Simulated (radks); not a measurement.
Yb61+, configuration [He] 2s2 2p5. Calculated with a radial shooting solver on a logarithmic mesh with Libxc functionals: scalar-relativistic Kohn-Sham, PBE, spin-unpolarised, spherical densities, point nucleus.

Unscreened Slater integrals over Kohn-Sham orbitals (eV).

integral    value
F0(2p,2p)  343.21
F2(2p,2p)  162.92
F0(2p,2s)  317.71
G1(2p,2s)  181.03
F0(2p,1s)  466.60
G1(2p,1s)  90.537
F0(2s,2s)  301.77
F0(2s,1s)  427.05
G0(2s,1s)  44.136
F0(1s,1s)  1315.5

Derived for the open shells (J is the average intra-shell exchange parameter used in DFT+U). 2p: J = F2/5 = 32.58 eV.
